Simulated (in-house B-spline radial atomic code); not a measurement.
**Ionising Nd with different functionals**

Computed with a radial B-spline atomic code at the basis-set limit: four-component Dirac-Coulomb Hamiltonian, Fermi nucleus of rms radius 4.9123 fm, spin-restricted, spherical fractional occupations for the functionals, and exact exchange of hybrids averaged over the configuration. The ionisation energy is the difference of two self-consistent energies, [Xe] 4f4 6s2 → [Xe] 4f4 6s1, without Breit or QED terms; ε is the level of the shell that loses the electron (mean over j).

| method | rung | ΔSCF (eV) | -ε(6s) (eV) |
| --- | --- | --- | --- |
| BHandHLYP | global hybrid | 5.37 | 4.30 |
| PBE0 | global hybrid | 5.61 | 3.97 |
| B97-1 | global hybrid | 5.59 | 3.81 |
| HSE06 | range-separated hybrid | 5.65 | 3.66 |

**Question.** Among the functionals, which spreads more, the ΔSCF values or the orbital energies?

**Answer.** The orbital energies: ΔSCF values span about 0.28 eV and the orbital energies 0.64 eV.

**Question.** How do they compare with the NIST value?

**Answer.** NIST lists 5.525 eV (measured, ground level to ground level). Errors run from -0.16 to +0.13 eV; B97-1 is closest (+0.06 eV), but part of that can be cancellation, since the calculations leave out Breit-QED terms, spin polarisation, the choice among j levels, multiplet and fine-structure energies.
